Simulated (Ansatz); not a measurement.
The O4–H5 bond of H3OSb (SMILES [OH][SbH2]) is stretched (multiplicity 1, the rest rigid).
Geometry at rest (charge 0, multiplicity 1):
```xyz
5

Sb    -0.13992    -0.18850     0.17284
H     -1.57926    -0.00124    -0.74909
H      0.34633    -1.50101    -0.82597
O      0.87678     1.17036    -0.87103
H      1.35452     1.75302    -0.27170
```

Correlated levels freeze the cores. Filled d and f shells under p-block atoms count as core.

Run with Ansatz (Gaussian orbitals). Values without a source in brackets are computed. In def2 rows elements past Kr take small-core potentials, without spin–orbit coupling.

Energies above the point at 0.963 Å (the B3LYP-D3(BJ) bond length), FIC-MRCISD+Q on CASSCF(4,3)/def2-TZVPP (kcal/mol): 6.41 at 0.866 Å; 4.93 at 1.059 Å; 115.25 at 3.081 Å.

Question: Take the last value as the depth D of a Morse curve D(1 − e^(−a(R − R₀)))², fit a and R₀ to the two near points, and test it at 1.300 and 1.685 Å.

Answer: 
With D = 115.2, both near points (counted from the curve's value at 0.963 Å) are met by a = 2.31 Å⁻¹ and R₀ = 0.958 Å, so k = 2Da² = 1228 kcal/(mol Å²). The curve then gives 34.3 and 76.2 kcal/mol; the level itself gives 35.0 and 81.4, so Morse is off by -0.8 and -5.2.

Doubts at one or more of the structures used: active orbitals that take no part (FIC-MRCISD+Q on CASSCF(4,3)/def2-TZVPP).

Ansatz is a first-principles code.
